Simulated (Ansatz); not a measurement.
Mulliken charges of Cl₂GaH₂N, SMILES `[NH2][Ga]([Cl])[Cl]` from B3LYP/def2-TZVPP in Ansatz (PBE0-D4/def2-TZVP geometry).

| atom | x (Å) | y (Å) | z (Å) | charge (e) |
| --- | --- | --- | --- | --- |
| N1 | -0.172 | 1.045 | -0.085 | -0.357 |
| Ga2 | 0.140 | -0.715 | 0.030 | 0.556 |
| Cl3 | 1.637 | -1.464 | 1.338 | -0.251 |
| Cl4 | -0.961 | -2.087 | -1.160 | -0.251 |
| H5 | 0.297 | 1.722 | 0.490 | 0.152 |
| H6 | -0.899 | 1.435 | -0.659 | 0.152 |

Problem. By hand: the dipole of these point charges (1 e Å = 4.8032 D).

Solution. Σ q r = (-0.122, 0.601, -0.023) e Å, of length 0.614 e Å = 2.95 D.

Problem. How does the dipole of the full density compare? (Estimate.)

Solution. Ansatz gave: (-0.116, 0.528, -0.011) e Å, 2.60 D; the point charges give 1.13 times that, at 1° from its direction.

Point charges leave out the atoms' own dipoles, such as those of lone pairs, and Mulliken's split depends on the basis, so the close match here is no proof of good charges.

B3LYP here is the variant with VWN-RPA as its local correlation; programs differ in this.
